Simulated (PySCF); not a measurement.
Species: C₆H₁₀OSi₂.
Numbering: `[CH2:1]=[CH:2][C:3]1=[CH:4][SiH2:5][CH:6]=[CH:7][Si@@H:8]1[OH:9]` (hydrogens: H10, H11 on C1; H12 on C2; H13 on C4; H14, H15 on Si5; H16 on C6; H17 on C7; H18 on Si8; H19 on O9)

Torsions of this conformer, `[CH2:1]=[CH:2][C:3]1=[CH:4][SiH2:5][CH:6]=[CH:7][Si@@H:8]1[OH:9]`: C1–C2–C3–C4 172°, H–O9–Si8–C7 -71°.

The closed-shell ground state was solved at several levels (PySCF, density fitting, gas phase, non-relativistic). One conformer (not necessarily the lowest) at the PBE0-D3(BJ)/def2-SVP geometry, without solvent, vibrations or thermal averaging.

| level | basis functions | total energy (Eh) | HOMO (eV) | LUMO (eV) | gap (eV) | dipole (D) |
| --- | --- | --- | --- | --- | --- | --- |
| PBE0/pcSseg-1 | 217 | -888.1956 | -7.04 | -1.54 | 5.50 | 1.31 |
| mPW1PW91/pcSseg-1 | 217 | -888.7513 | -7.05 | -1.56 | 5.49 | 1.31 |

(1) What might PBE0/def2-SVPD (271 basis functions) give for the same quantities?

(2) How far do the dipole and the HOMO energy spread over the levels?

Results:

(1) Total energy -887.8660 Eh, HOMO -7.05 eV, LUMO -1.56 eV, gap 5.49 eV, dipole 1.21 D.

(2) The dipole runs from 1.21 to 1.31 D (mean 1.28 D) and the HOMO from -7.05 to -7.04 eV.
